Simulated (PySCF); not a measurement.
Computed spin Hamiltonian

CH₁₀NSi₃ (doublet state).
Cartesian coordinates in Å at the PBE0-D3(BJ)/def2-SVP level; atoms count from 1:
```xyz
15
CH10NSi3 angstrom
N     -2.3557   -0.7371    1.2305
Si    -1.5713    0.7896    0.9577
Si    -0.3007    0.5866   -1.0170
C      1.0083   -0.6923   -0.7487
Si     2.7028   -0.3835   -0.0611
H     -2.7435   -0.9301    2.1481
H     -2.9584   -1.1152    0.5077
H     -2.4725    1.9906    0.8331
H     -0.6738    1.0438    2.1269
H     -1.2279    0.1913   -2.1283
H      0.3091    1.9126   -1.3522
H      0.7124   -1.7414   -0.8887
H      2.8846   -1.0853    1.2505
H      3.7591   -0.8944   -0.9931
H      2.9187    1.0807    0.1480
```

The hyperfine couplings belong to this conformer and change with its torsions.

As a line formula: `N[SiH2][SiH2][CH][SiH3]` [radical].

Method: PySCF, UKS B3LYP, IGLO-III on C N Si, pcH-1 on H, non-relativistic, mean-field spin-orbit, GIAO. One conformer (not necessarily the lowest) at the PBE0-D3(BJ)/def2-SVP geometry, without solvent, vibrations or thermal averaging. No stability test was run, so a lower SCF solution isn't excluded.

| Property | Result |
| --- | --- |
| g1, g2, g3 | 2.00216, 2.00268, 2.00321 |
| g_iso | 2.00269 |
| Form of g | rhombic: the two nearest values differ by 50 % of g3 − g1 |
| ⟨S²⟩ | 0.7545 (exact 0.7500) |
| α and β electrons | 33, 32 |
| HOMO–LUMO gap, α and β orbitals | 6.00, 4.06 eV |

Hyperfine couplings atom by atom, in 10⁻⁴ cm⁻¹; T1 to T3 are the principal values of the dipolar part; ρ(0) is the spin density at the nucleus (1 × 10⁻⁴ cm⁻¹ = 2.998 MHz):

```tsv
atom	isotope	a_iso	of which spin–orbit	T1	T2	T3	Mulliken spin population	ρ(0) (bohr⁻³)
N1	14N	-0.1	0.0	0.0	0.0	0.1	0.00	-0.0007
Si2	29Si	-25.1	0.0	-5.5	2.6	2.9	0.06	0.0846
Si3	29Si	16.0	0.0	-0.7	0.0	0.7	-0.04	-0.0541
C4	13C	23.2	0.0	-22.7	-22.5	45.1	0.93	0.0620
Si5	29Si	15.3	0.0	-0.6	0.2	0.4	-0.03	-0.0516
H6	1H	0.9	0.0	-0.3	-0.2	0.5	0.00	0.0006
H7	1H	0.1	0.0	-0.4	-0.3	0.7	0.00	0.0001
H8	1H	9.2	0.0	-0.5	-0.1	0.6	0.01	0.0061
H9	1H	-1.0	0.0	-0.7	-0.3	1.0	0.00	-0.0007
H10	1H	11.5	0.0	-0.8	-0.7	1.5	0.02	0.0077
H11	1H	8.3	0.0	-0.9	-0.7	1.6	0.01	0.0056
H12	1H	-16.5	0.0	-10.8	-0.5	11.3	-0.04	-0.0111
H13	1H	21.8	0.0	-1.0	-0.6	1.6	0.03	0.0146
H14	1H	22.5	0.0	-1.0	-0.6	1.6	0.03	0.0151
H15	1H	-0.7	0.0	-0.9	-0.8	1.8	0.00	-0.0004
```

The Mulliken spin populations are largest on C4 (+0.93) and Si2 (+0.06). C4 is the only atom above +0.15. The angles at C4 add up to 359.5°, so it is planar; its axial dipolar tensor and the negative coupling of its proton fit spin in a p orbital normal to that plane.

Axes: g2 points within 12° of the Si3–C4 bond.

Under fast tumbling the dipolar parts average out, and these isotropic splittings remain: 1 × 1H (H12, I = 1/2, 2 lines) with 1.77 mT, 3 × 1H (H13/H14/H15, I = 1/2, 4 lines) with 1.56 mT, 2 × 1H (H10/H11, I = 1/2, 3 lines) with 1.06 mT, 2 × 1H (H8/H9, I = 1/2, 3 lines) with 0.44 mT and 2 × 1H (H6/H7, I = 1/2, 3 lines) with 0.05 mT.

Nuclei that the bonding pattern makes equivalent are averaged, as if the motion that swaps them (rotation, inversion, ring flip) were fast. The three 1H nuclei of mean +43.6 MHz run from -2.0 to 67.6 MHz in the frozen geometry. The 1H value of +12.2 MHz is a mean of couplings from -3.1 to 27.5 MHz in this one geometry, not an average over conformers. The 1H value of +29.7 MHz is a mean of couplings from 25.0 to 34.4 MHz in this one geometry, not an average over conformers.

The 29Si coupling of Si2 (-75.1 MHz) shows only in satellite lines or after enrichment, since that isotope makes up about 4.7 % of natural silicon.

The 13C coupling of C4 (69.6 MHz) shows only in satellite lines or after enrichment, since that isotope makes up about 1.07 % of natural carbon.
